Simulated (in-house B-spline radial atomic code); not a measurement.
RPA and G0W0 on SCAN: the niobium ion Nb⁵⁺

Configuration [Ar] 3d10 4s2 4p6, mean-field start SCAN. Computed with an all-electron radial atomic-structure program (B-spline basis): all electrons, scalar-relativistic (spin-free one-electron X2C), finite nucleus, each spin shell either full or empty, empty states to l = 9 with an (l + 1/2)⁻⁴ tail; G0W0 by contour deformation at full frequency.

Command:
```bash
python run_gw.py task.json out
```
Settings (radii: box in bohr, nucleus in fm):
```
Z                        41
electrons                36
configuration            [Ar] 3d10 4s2 4p6
hamiltonian              x2c
method                   scan,scan
lmax                     9
rms_radius               4.324
spin_polarised           False
box_radius               10.43
intervals                67
```

Cost of the run: 3.2 s on 1 thread of Arm Neoverse N1, with other jobs on the host.

Energies (hartree):

```
                                     term        value
                         mean-field total  -3814.73895
Hartree-Fock functional on these orbitals  -3812.50349
                      direct second order      -3.0574
                    second-order exchange      0.87577
                         SOSEX correction      0.81822
```

What is the RPA correlation energy, and what remains with SOSEX?

RPA gives -2.7193 hartree (-2.06 eV per electron); RPA + SOSEX gives -1.901, and the second-order doubles -2.1817 hartree (no singles). SOSEX takes back 30 % of the RPA value.

Quasi-particle levels (eV):

```
level  occupied  mean field  Σx - vxc     Σc  QP weight    G0W0
   4p       yes      -94.84     -7.42      ?          ?       ?
   4d        no      -56.41      8.06  -2.25      0.969  -50.60
```

G0W0 = mean field + (Σx - vxc) + Σc, with Σc (partial-wave tail included) taken at the quasi-particle energy. Only the outer levels were computed. Levels of low weight are left out.

Where does G0W0 put 4p?

At -102.92 eV, with Σc = -0.66 eV and a quasi-particle weight of 0.957. The tabulated removal energy is 102.069 ± 0.006 eV (NIST, semi-empirical); the calculation leaves out spin-orbit coupling, Breit and QED terms, and what these don't explain is the method's own error.
